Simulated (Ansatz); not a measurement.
`[CH3][SnH2][AlH2]` + H₂O → `[OH][SnH2][AlH2]` + CH₄ at 700 K and 1 bar (formal hydrolysis of the Sn–C bond).

Isolated molecules relaxed with PBE0-D4/def2-TZVP in Ansatz; ΔE leaves out vibrations. CCSD(T)/CBS is the MP2 limit (def2-TZVPP, def2-QZVPP) plus CCSD(T) − MP2 in def2-TZVPP, frozen cores. This one scheme is used for every species. Elements past krypton have def2 core potentials. For Sn outer-core shells are correlated without core-valence functions, which leaves a few kJ/mol of doubt a bond. One conformer a species, not always the lowest.

| species | CCSD(T)/CBS energy (Eh) | H − E (kJ/mol) | S (J/(mol·K)) |
| --- | --- | --- | --- |
| `[CH3][SnH2][AlH2]` | -498.27916 | 243.8 | 485.8 |
| H₂O | -76.37941 | 80.5 | 218.4 |
| `[OH][SnH2][AlH2]` | -534.20940 | 176.8 | 463.9 |
| CH₄ | -40.46206 | 145.9 | 224.0 |

H − E and S are ideal-gas, rigid-rotor, harmonic terms from PBE0-D4/def2-TZVP, for one conformer and one mirror image of each species. 1 Eh = 2625.50 kJ/mol, R = 8.31446 J/(mol·K).

Task: By hand: ΔE, ΔH, ΔS and ΔG.

Result: ΔE = (-534.20940) + (-40.46206) − (-498.27916) − (-76.37941) = -0.01289 Eh = -33.8 kJ/mol. Δ(H − E) = 176.8 + 145.9 − 243.8 − 80.5 = -1.6, so ΔH = -35.4 kJ/mol. ΔS = 463.9 + 224.0 − 485.8 − 218.4 = -16.3 J/(mol·K). ΔG = -35.4 − 700 × (-16.3)/1000 = -24.0 kJ/mol.

Task: By hand: the equilibrium constant, and the temperature at which ΔG would vanish if ΔH and ΔS stayed fixed.

Result: log₁₀ K = −ΔG/(RT ln 10) = 1.8. ΔG = 0 at ΔH/ΔS = 2172 K, though so small a ΔS makes that figure unsure.

ΔH outweighs TΔS. A doubt of 5 kJ/mol in ΔE shifts log₁₀ K by 0.4 here. Other conformers and mirror images would add mixing entropy, several J/(mol·K) or more a flexible species. Modes under 60 cm⁻¹, often nearly free rotors, make the harmonic entropy too high. These are equilibria of isolated gas molecules and say nothing of rates. Largest T1 diagnostic: 0.014 (customary marks: 0.02 for closed shells, 0.045 for open ones).
